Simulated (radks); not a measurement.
The numbers below are computed, except where a source is named.
Correlation energies from several functionals, in hartree. Species: Cd+ [Kr] 4d10 5s1; Cd2+ [Kr] 4d10; Ag [Kr] 4d10 5s1. Code: a radial shooting solver on a logarithmic mesh with Libxc functionals. Model: non-relativistic Kohn-Sham, PBE, spin-polarised, spherical densities, point nucleus. Every spin shell is full or empty, so the densities are truly spherical. Functionals are evaluated on that one density, not self-consistently.

functional      Cd+     Cd2+       Ag
PW92        -4.5072  -4.4725  -4.4414
VWN5        -4.5273  -4.4923  -4.4611
PZ          -4.5046  -4.4702  -4.4389
Chachiyo    -4.4470  -4.4135  -4.3811
PBE         -2.5097  -2.4916  -2.4726
LYP         -2.3926  -2.3670  -2.3649
PW91        -2.7116  -2.6922  -2.6706
AM05        -4.1974  -4.1667  -4.1330
OP (B88)    -2.3253  -2.3095  -2.2945
revTPSS     -2.5401  -2.5215  -2.5046
Tao-Mo      -2.4235  -2.4064  -2.3864
